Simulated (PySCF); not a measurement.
# Radial density of Sc⁺ (scandium, charge +1)

UHF, [Ar] 4s1 5s1, high-spin 3S determinant (an excited configuration). Computed with PySCF 2.14 in aug-cc-pwCVTZ (10s9p7d4f3g, 127 functions), with no relativity, point nucleus.

```csv
r (bohr),4πr²ρ (e/bohr),4πr²(ρα − ρβ)
0.00131,0.1259,0.0001
0.00220,0.3430,0.0003
0.00370,0.9114,0.0007
0.00622,2.319,0.0017
0.0105,5.492,0.0040
0.0176,11.53,0.0083
0.0296,19.82,0.0131
0.0498,24.76,0.0118
0.0838,20.69,0.0004
0.141,19.37,0.0109
0.237,26.39,0.0426
0.399,14.83,-0.0003
0.671,6.966,0.0972
1.13,7.647,0.0096
1.90,1.629,0.2597
3.19,0.4200,0.4001
5.37,0.1856,0.1856
9.03,0.1060,0.1060
15.2,0.001516,0.0015
```

The outer electron is Rydberg-like, and this basis confines it to a smaller radius and binds it less than a complete one would.
